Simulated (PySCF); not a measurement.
How methods differ on the electron affinity of Cu

Cu⁻ [Ar] 3d10 4s2 (1S) → Cu [Ar] 3d10 4s1 (2S), as a difference of total energies. All numbers are calculated (PySCF 2.14, no relativity, point nucleus, in dyall-av2z). Correlated levels: valence: [Ar] frozen; virtual orbitals above 40 to 60 times the deepest correlated orbital energy dropped. The calculations carry no spin-orbit coupling.

| method | electron affinity (eV) | difference from reference (eV) |
| --- | --- | --- |
| UHF | 0.003 | -1.233 |
| LDA | 1.497 | +0.261 |
| PBE | 1.294 | +0.058 |
| PBE0 | 1.019 | -0.217 |
| r2SCAN | 1.149 | -0.087 |
| HSE06 | 1.047 | -0.189 |
| wB97X-V | 0.912 | -0.324 |
| B97-3 | 1.160 | -0.076 |
| TPSSh | 1.021 | -0.215 |
| MP2 (valence) | 0.792 | -0.444 |
| SCS-MP2 (valence) | 0.840 | -0.396 |

Reference: 1.236 eV (measured; photodetachment measurements, as compiled on the Wikipedia data page of electron affinities).

These non-relativistic numbers lack the scalar-relativistic shift.

Errors of the correlated levels include the incompleteness of this basis and the frozen core.

In the anion the highest occupied orbital energy is positive at LDA, PBE, PBE0, r2SCAN, HSE06, B97-3, TPSSh, a self-interaction effect; the basis confines that electron, and the energy difference can still be sensible.
